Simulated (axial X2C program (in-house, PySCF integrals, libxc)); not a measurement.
## BiTe: properties at the nuclei

Computed with an axial X2C code built on PySCF integrals: two-component X2C with atomic mean-field Coulomb and Gaunt terms, Gaussian nuclei, basis Bi dyall-cv3z, Te dyall-cv3z with contracted cores.

R = 2.639 Å (near the PBE0 minimum at charge 0 of the determinant lowest at the starting distance; the state shown can have its own minimum elsewhere).

Determinant lowest in the PBE0 search, Ω = 1/2 (⟨Sz⟩ = -0.42, ⟨Lz⟩ = 0.92 at PBE0), spin on the atoms Bi -0.26, Te -0.16:

| level | Eeff magnitude (GV/cm) | Ws magnitude Bi (kHz) | A∥/gI Bi (MHz) | qzz Bi (a.u.) | A∥/gI Te (MHz) | qzz Te (a.u.) | μ (D) |
| --- | --- | --- | --- | --- | --- | --- | --- |
| PBE0 | 21.8 | 47.1 | 5010 | -1.75 | 1220 | 2.49 | -2.30 |
| HF | 10.7 | 41.6 | 1710 | -0.85 | 858 | 2.61 | -2.61 |
| BHandHLYP | 16.1 | 30.7 | 3840 | -1.53 | 1100 | 2.75 | -2.44 |
| BP86 | 23.3 | 52.7 | 5230 | -1.21 | 1300 | 2.16 | -1.99 |
| PBE50 | 16.7 | 32.4 | 4310 | -1.92 | 1110 | 2.80 | -2.53 |

Determinant 0.86 eV from it at PBE0 and this distance, Ω = 3/2 (⟨Sz⟩ = 0.53, ⟨Lz⟩ = 0.97 at PBE0), spin on the atoms Bi 0.57, Te -0.04:

```csv
level,Eeff magnitude (GV/cm),Ws magnitude Bi (kHz),A∥/gI Bi (MHz),qzz Bi (a.u.),A∥/gI Te (MHz),qzz Te (a.u.),μ (D)
PBE0,2.2,2.39,-573,-3.57,317,2.98,-1.52
HF,25.6,21.5,-3020,-1.95,677,2.60,-1.64
BHandHLYP,7.72,5.69,-819,-3.40,370,3.36,-1.57
BP86,4.93,4.69,-63.5,-3.10,235,2.57,-1.26
PBE50,9.09,6.97,-1390,-3.36,475,3.17,-1.65
```

Eeff is the effective electric field on the electron electric dipole moment in this Ω state and Ws the scalar–pseudoscalar constant of the nucleus named (defined with the proton number Z and per Ω); A∥ (defined per Ω) follows by multiplying with gI = μI/(I μN); qzz is the electric field gradient, eQq0 = 234.96 MHz × Q/barn × qzz; μ is positive if the Te end (last atom) is positive. The operators were transformed with the bare-nucleus X2C matrices; with these basis sets, hyperfine constants and field gradients can be off by tens of per cent, and where levels differ in sign neither size nor sign is settled.

(1) With gI(125Te) = -1.7770 (g factors from the IAEA table of nuclear moments by Stone), turn the PBE0 values of the first state into constants in MHz.

Each state is one determinant with collinear spin. Unrestricted Hartree–Fock can overshoot spin polarisation at the nuclei. In the state Ω = 1/2 the sign of Eeff differs between levels (HF against PBE0). In the state Ω = 3/2 the sign of Eeff differs between levels (HF, BHandHLYP, PBE50 against PBE0). Where Eeff spreads by more than a factor of two the levels disagree and none is to be relied on. The search compared states at one distance, so a state with another bond length can lie lower. The sign of Ws at Bi differs between levels in the first state. The sign of Ws at Bi differs between levels in the second state. Where a field gradient or hyperfine factor spreads by more than a factor of two over the levels, a constant derived from it is not to be relied on. PBE0 term energies can be off by some tenths of an eV.

Answers

(1) A∥(125Te) = 1220 × -1.7770 = -2170 MHz.
